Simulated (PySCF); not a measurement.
## Adding and removing an electron: LiTe

PBE0; basis Li def2-SVPD, Te def2-SVPD with ECP28; scalar-relativistic core potentials; PySCF 2.14. Neutral (UKS): doublet (π ↑), Re = 2.487 Å, ωe = 456 cm⁻¹, De = 2.62 eV, HOMO -5.04 eV, LUMO -3.11 eV.

LiTe⁻ (UKS): singlet (closed shell), Re = 2.387 Å, ωe = 510 cm⁻¹, De = 2.06 eV to Li + Te⁻. The energies at the minima are -275.54269 hartree for LiTe and -275.59703 for LiTe⁻.

Q: Work out the adiabatic electron affinity, without and with harmonic zero-point energies (1 hartree = 27.2114 eV, 1 eV = 8065.5 cm⁻¹), and the change of the bond length.

A: At PBE0: 0.05434 hartree = 1.479 eV between the minima; the zero-point term (456.0 − 510.0)/2 cm⁻¹ = -0.003 eV makes it 1.475 eV. Re changes by -10.0 pm against the neutral. The electron enters a π orbital; in so polar a molecule the change of length follows mostly from the change of the ionic charges.

Spin–orbit coupling is left out, which matters for elements this heavy, above all for dissociation energies. For an ion De counts to the pair picked by the measured ionisation energies or electron affinities, which need not be the lowest pair at this level. The highest Kohn–Sham level is positive in this anion. Much of that is self-interaction error, but it also means that the finite basis helps to hold the extra electron. States were picked by a PBE0 search and need not be the measured ground states.
